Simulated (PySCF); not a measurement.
A small calculation by hand: dipole moment from atomic charges

H3NO3S, SMILES NS(=O)(=O)O. Atoms are numbered in the order given.

```xyz
8

N     -0.2087     1.5386     0.0000
S      0.1619    -0.0631     0.0000
O      0.7775    -0.3865     1.2728
O      0.7775    -0.3865    -1.2728
O     -1.3651    -0.6967     0.0000
H     -0.6864     1.8312     0.8515
H     -0.6864     1.8312    -0.8515
H     -1.2753    -1.6663     0.0000
```
Charge 0, spin multiplicity 1.

Geometry: r2SCAN-D4/def2-SVP. The values are those of a single conformer.

Charges (e) from r2SCAN/def2-TZVP (PySCF):

| atom | IAO | Mulliken |
|---|---|---|
| N1 | -0.795 | -0.457 |
| S2 | 2.268 | 0.856 |
| O3 | -0.860 | -0.426 |
| O4 | -0.860 | -0.426 |
| O5 | -0.744 | -0.413 |
| H6 | 0.303 | 0.264 |
| H7 | 0.303 | 0.264 |
| H8 | 0.385 | 0.338 |

The dipole moment of the full density is 3.46 D.

### Question
What dipole moment does each set of point charges give, and which comes closer to that of the density?

### Answer

μ = Σ q r, and 1 e Å = 4.8032 D.
IAO: Σ q r = (-0.696, 0.285, 0.000) e Å, |μ| = 3.61 D.
Mulliken: Σ q r = (-0.658, 0.264, 0.000) e Å, |μ| = 3.41 D.
Mulliken comes closer in size. Point charges leave out the atoms' own dipoles (lone pairs, polarised bonds); fits to the potential absorb them, partitions of the density don't.
